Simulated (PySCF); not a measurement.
Structure problem from calculated spectra and properties.

Formula: C5H10N2Si.

| Quantity | Value |
| --- | --- |
| 1H NMR | chemical shifts (computed TMS as zero) by class: 9.47 (1 H), 5.56 (1 H), 2.31 (1 H), 2.27 (1 H), 2.20 (1 H), 0.70 (1 H), 0.57 (1 H), 0.38 (1 H), 0.21 (1 H), 0.09 (1 H) ppm [GIAO PBE0/pcSseg-1] |
| Polarisability | 92.7 au [wB97X-D/def2-SVPD] |
| NMR, other nuclei | isotropic shieldings of nuclei other than C and H, by class: -191 (1 N), 209 (1 N), 361 (1 Si) ppm [GIAO PBE0/pcSseg-1] |
| Rotational structure | rotational constants A, B, C: 5.439, 0.827, 0.787 GHz [GFN2-xTB] |
| UV, first state | lowest singlet excitation: 4.36 eV (284 nm, f = 0.001) [TDDFT wB97X-D/def2-SVPD] |
| Triplet | lowest triplet excitation (Tamm–Dancoff): 3.80 eV [TDA wB97X-D/def2-SVPD] |
| 13C NMR | chemical shifts (computed TMS as zero) by class: 202.0 (1 C), 40.5 (1 C), 29.0 (1 C), 10.0 (1 C), 9.2 (1 C) ppm [GIAO PBE0/pcSseg-1] |

Electronic properties: PySCF, gas phase, density fitting. Levels stand in brackets. Geometry: GFN2-xTB, one conformer, isolated molecule. NMR classes are plain means over equivalent atoms (diastereotopic ones count apart unless rotation or inversion swaps them), as if these changed places fast.

**Question.** Give a SMILES that accounts for the data.

**Answer.** Numbering: `[CH:1]1=[N:2][Si@@H:3]([NH:4][CH:5]2[CH2:6][CH2:7]2)[CH2:8]1`. Its formula, C5H10N2Si, gives 3 degrees of unsaturation: 2 rings and 1 π bond in the structure found. 5 carbons fall into 5 classes; from least to most shielded: C=N carbon [C1] (202.0 ppm), ring sp3 carbon bound to silicon [C8] (40.5 ppm), ring sp3 carbon bound to nitrogen [C5] (29.0 ppm), three-membered-ring carbon [C7] (10.0 ppm), three-membered-ring carbon [C6] (9.2 ppm). Hydrogen classes from least to most shielded: 1 H on a C=N carbon, C1 (9.47 ppm), 1 H on an SiH silicon, Si3 (5.56 ppm), 1 H on an sp3 carbon bound to silicon, C8 (2.31 ppm), 1 H on an sp3 carbon bound to silicon, C8 (2.27 ppm), 1 H on an sp3 carbon bound to nitrogen, C5 (2.20 ppm), 1 H on a three-membered-ring carbon, C6 (0.70 ppm), 1 H on a three-membered-ring carbon, C7 (0.57 ppm), 1 H on a silicon-bound nitrogen, N4 (0.38 ppm), 1 H on a three-membered-ring carbon, C6 (0.21 ppm), 1 H on a three-membered-ring carbon, C7 (0.09 ppm). The other shieldings belong to: -191 ppm, C=N nitrogen [N2]; 209 ppm, silicon-bound nitrogen [N4]; 361 ppm, SiH silicon [Si3]. The optimised geometry has point group C1 and is an asymmetric top. Structure: `C1=N[Si@@H](NC2CC2)C1`. Computed isomers that give other values at the same levels: `C[C@@H]1CN[Si@@H](C#N)C1` (13C chemical shifts (computed TMS as zero) by class: 126.1 (1 C), 57.2 (1 C), 36.8 (1 C), 22.4 (1 C), 22.1 (1 C) ppm); `Cc1cnn([SiH3])c1C` (13C chemical shifts (computed TMS as zero) by class: 148.2 (1 C), 146.0 (1 C), 120.8 (1 C), 11.4 (1 C), 10.9 (1 C) ppm); `[H]/N=C/[C@H](N=C)[C@H]1C[SiH2]1` (13C chemical shifts (computed TMS as zero) by class: 184.0 (1 C), 153.9 (1 C), 86.6 (1 C), 23.3 (1 C), 1.6 (1 C) ppm). The assignments are read from this structure; whether some other isomer fits the data as well wasn't checked. The mirror image fits equally.

Shape of the structure used: `[CH:1]1=[N:2][Si@@H:3]([NH:4][CH:5]2[CH2:6][CH2:7]2)[CH2:8]1`: N2–Si3–N4–C5 -171°, Si3–N4–C5–C6 162°.
